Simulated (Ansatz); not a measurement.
Cost and result for the atomization energy of C2H5ClO2Si (`CC(=O)O[SiH2]Cl`) (11 atoms, 10 bonds).

```xyz
11

C    -0.816   -1.800   -0.186
C     0.003   -0.569   -0.378
O     0.816   -0.389   -1.251
O    -0.235    0.382    0.538
Si    0.702    1.767    0.304
Cl    0.112    2.994    1.831
H    -0.576   -2.530   -0.955
H    -1.876   -1.542   -0.227
H    -0.624   -2.215    0.805
H     2.133    1.473    0.485
H     0.360    2.427   -0.967
```

Total charge 0; spin multiplicity 1. The structure was optimised at the PBE0-D4/def2-TZVP level. It is one conformer, not always the lowest. Program: Ansatz. All runs use 4 threads of an Arm Neoverse V2 on a shared host. Times are those of one run each, without the atoms' runs, and a repeat can differ threefold. Electronic energies, without spin–orbit coupling; frozen cores. CCSD(T)/CBS adds CCSD(T) − MP2 in def2-TZVPP to the MP2 limit, and its time is that of the two runs behind it. T1 = 0.014. HSE06 is the plane-wave form, built on full-range PBE exchange.

CCSD(T)/CBS is a level of theory with its own doubt, some kJ/mol a heavy atom from the limit and from the frozen cores, so smaller differences don't rank the functionals.

```tsv
level	functions	wall time
LDA (SPW92)/def2-TZVPP	278	1.6 s
revPBE-D4/def2-TZVPP	278	2.5 s
PBE0-D4/def2-TZVPP	278	4.1 s
BHLYP-D4/def2-TZVPP	278	4.3 s
HSE06-D4/def2-TZVPP	278	4.5 s
B2PLYP/def2-TZVPP	278	7.5 s
PBE-QIDH/def2-TZVPP	278	7.5 s
CCSD(T)/def2-SVP	117	9 s
ωB97X-V/def2-TZVPP	278	9.5 s
B97M-V/def2-TZVPP	278	11 s
MP2/def2-QZVPP	518	30 s
CCSD(T)/def2-TZVPP	278	5.4 min
CCSD(T)/CBS(def2)	–	5.9 min
```

What atomization energy does each give, and how far from CCSD(T)/CBS? (An estimate is asked.)

The calculation gave: 
```
                 level  atomization (kcal/mol)  difference from CCSD(T)/CBS  per bond
LDA (SPW92)/def2-TZVPP                  1212.0                        162.1      16.2
  revPBE-D4/def2-TZVPP                  1044.8                         -5.1      -0.5
    PBE0-D4/def2-TZVPP                  1049.6                         -0.3       0.0
   BHLYP-D4/def2-TZVPP                  1009.7                        -40.2      -4.0
   HSE06-D4/def2-TZVPP                  1050.4                          0.5       0.1
     B2PLYP/def2-TZVPP                  1037.2                        -12.7      -1.3
   PBE-QIDH/def2-TZVPP                  1042.8                         -7.1      -0.7
      CCSD(T)/def2-SVP                   988.0                        -61.9      -6.2
    ωB97X-V/def2-TZVPP                  1053.7                          3.8       0.4
     B97M-V/def2-TZVPP                  1053.3                          3.4       0.3
        MP2/def2-QZVPP                  1065.9                         16.0       1.6
    CCSD(T)/def2-TZVPP                  1020.4                        -29.5      -2.9
     CCSD(T)/CBS(def2)                  1049.9                          0.0       0.0
```

From BLYP to BHLYP (50 % exact exchange), in def2-TZVPP and without D4, the atomization energy moves by −31.4 kcal/mol: exact exchange takes away binding that semilocal exchange gives to molecules. In def2-TZVPP, CCSD(T) changes the Hartree–Fock value by +263.9 kcal/mol (the triples alone add +18.4 kcal/mol) and MP2 by +291.8 kcal/mol; breaking electron pairs costs correlation energy, which Hartree–Fock lacks. At CCSD(T), def2-SVP lies −61.9 kcal/mol from the extrapolated value and def2-TZVPP −29.5 kcal/mol: correlation converges slowly with the basis, and small sets miss more of it in the bonded molecule than in its fragments.
